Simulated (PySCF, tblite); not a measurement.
Isomers of C5H11FOSi3, one GFN2-xTB conformer each. Single-point energies are computed at PBE0/pcSseg-1 (PySCF, gas phase, no added dispersion term), electronic only.

Question: Rank them by PBE0/pcSseg-1 energy, lowest first (kcal/mol).
A. `[CH2:1]=[C:2]([CH3:3])[Si:4]1([C:5](=[CH2:6])[F:7])[SiH2:8][O:9][SiH2:10]1` with C1–C2–Si4–C5 -18°, C2–Si4–C5–C6 -39°
B. `[CH2:1]=[CH:2][CH2:3][Si:4]1([C:5](=[CH2:6])[F:7])[SiH2:8][O:9][SiH2:10]1` with C1–C2–C3–Si4 98°, C2–C3–Si4–C5 70°, C3–Si4–C5–C6 9°

Answer: B (0.0), A (0.0).

Neighbours under 2.5 kcal/mol apart (C=CC[Si]1(C(=C)F)[SiH2]O[SiH2]1 and C=C(C)[Si]1(C(=C)F)[SiH2]O[SiH2]1) can change places with a better method, another conformer or zero-point energy. GFN2-xTB itself gives, in the same order: 1.8, 0.0. GFN2-xTB puts C=C(C)[Si]1(C(=C)F)[SiH2]O[SiH2]1 lowest instead.

Q: Which frontier levels, dipoles and rotational constants go with these structures?

A: 
| SMILES | HOMO (eV, PBE0/pcSseg-1) | LUMO (eV) | dipole (D) | A, B, C (MHz) |
| --- | --- | --- | --- | --- |
| C=CC[Si]1(C(=C)F)[SiH2]O[SiH2]1 | -7.18 | -1.02 | 2.96 | 924.9, 688.0, 517.7 |
| C=C(C)[Si]1(C(=C)F)[SiH2]O[SiH2]1 | -7.18 | -1.13 | 2.98 | 921.1, 742.2, 543.7 |

Q: What happens when harmonic zero-point energies from GFN2-xTB frequencies are added?

A: 
```tsv
SMILES	ZPE (kcal/mol)	electronic (kcal/mol)	with ZPE (kcal/mol)
C=CC[Si]1(C(=C)F)[SiH2]O[SiH2]1	88.1	0.0	0.0
C=C(C)[Si]1(C(=C)F)[SiH2]O[SiH2]1	88.2	0.0	0.1
```

The zero-point energies span 0.1 kcal/mol. The order is unchanged.

Q: As an exercise, what shares would exp(−E/RT) give at 500 K from these electronic energies alone (no entropy, no degeneracies)?

A: RT = 0.994 kcal/mol: C=CC[Si]1(C(=C)F)[SiH2]O[SiH2]1 50.8 %, C=C(C)[Si]1(C(=C)F)[SiH2]O[SiH2]1 49.2 %.
